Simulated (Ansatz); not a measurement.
System: SnHCl2, charge 0, doublet. SnHCl2 (SMILES [Cl][SnH][Cl], doublet).
B3LYP-D3(BJ)/def2-TZVP minimum from Ansatz (a first-principles code):
```xyz
4

Sn    -0.3931    -0.2758     0.2898
Cl    -0.3536     2.0324    -0.2164
Cl     1.5163    -1.1977    -0.7543
H     -0.1117    -0.3998     2.0126
```
Charge 0, spin multiplicity 2.

Total energies in hartree (Ansatz). Open shells are spin-unrestricted; no spin-orbit coupling. Correlated methods leave the cores frozen (noble-gas shells, and filled d and f shells in the p block). Past Kr the def2 sets carry scalar-relativistic core potentials. For partners of very few electrons the exact lower level stands in for a higher one. Spin-orbit terms, left out, reach several kcal/mol for Br and I, and more for heavier atoms.

```tsv
species	HF/def2-TZVPP	CCSD(T)/def2-TZVPP	HF/def2-QZVPP	CCSD(T)/def2-QZVPP	CCSD(T)/def2-SVP	CCSDT(Q)/def2-SVP
1: SnHCl2 (SMILES [Cl][SnH][Cl], doublet)	-1133.03284	-1133.55484	-1133.06097	-1133.63111	-1133.07493	-1133.07671
2: Sn (triplet)	-213.33992	-213.39742	-213.34066	-213.40091	-213.38486	-213.38510
3: Cl (doublet)	-459.47685	-459.66464	-459.48954	-459.69535	-459.44599	-459.44629
4: H (doublet)	-0.49981	-0.49981	-0.49998	-0.49998	-0.49928	-0.49928
```

Question: Work out the atomisation energy (electronic, to ground-state atoms) in kcal/mol: take Hartree-Fock from def2-QZVPP, extrapolate the CCSD(T) correlation energy as X^-3 (X = 3, 4), and add CCSDT(Q) - CCSD(T) in def2-SVP. 1 hartree = 627.51 kcal/mol.

Answer: 
Species 1: correlation (64·(-0.57014) - 27·(-0.52200))/37 = -0.60527; step -0.00178; E1 = -1133.06097 + (-0.60527) + (-0.00178) = -1133.66802
Species 2: correlation (64·(-0.06025) - 27·(-0.05750))/37 = -0.06226; step -0.00024; E2 = -213.34066 + (-0.06226) + (-0.00024) = -213.40316
Species 3: correlation (64·(-0.20581) - 27·(-0.18779))/37 = -0.21896; step -0.00030; E3 = -459.48954 + (-0.21896) + (-0.00030) = -459.70880
Species 4: correlation (64·(0.00000) - 27·(0.00000))/37 = 0.00000; step +0.00000; E4 = -0.49998 + (0.00000) + (+0.00000) = -0.49998
-1·E1 +1·E2 +2·E3 +1·E4 = 0.34728 hartree = 217.9 kcal/mol.
